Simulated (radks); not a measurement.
Effect of the nuclear size on the palladium ion Pd+, [Kr] 4d9. Method: Dirac Kohn-Sham, BLYP, spin-unpolarised, spherical densities, finite nucleus; open shells fill j = l - 1/2 first; Fermi nuclear charge, rms radius 4.5318 fm; computed with a radial shooting solver on a logarithmic mesh with Libxc functionals. The rms radius is varied about that value; shifts are against it.

| rms radius (fm) | total energy shift (eV) | density at nucleus (e/bohr^3) | 1s1/2 shift (meV) | 2s1/2 shift (meV) | 4s1/2 shift (meV) | 4p1/2 shift (meV) | 5s1/2 (empty) shift (meV) |
|---|---|---|---|---|---|---|---|
| 4.0469 | -0.508 | 1.348e+05 | -214 | -23.7 | -0.829 | 0.025 | -0.077 |
| 4.3868 | -0.157 | 1.334e+05 | -66.2 | -7.34 | -0.256 | 0.008 | -0.024 |
| 4.5318 | 0 | 1.328e+05 | 0.000 | 0.000 | 0.000 | 0.000 | 0.000 |
| 4.7856 | 0.286 | 1.319e+05 | 120 | 13.3 | 0.466 | -0.014 | 0.043 |
| 5.5333 | 1.21 | 1.294e+05 | 508 | 56.3 | 1.97 | -0.059 | 0.182 |

Slopes of the eigenvalues against <r^2> in GHz/fm^2, as finite differences over the two radii next to the reference (eigenvalue slopes, not the field-shift constants of lines): 1s1/2 12300, 2s1/2 1370, 4s1/2 47.8, 5s1/2 (empty) 4.43.
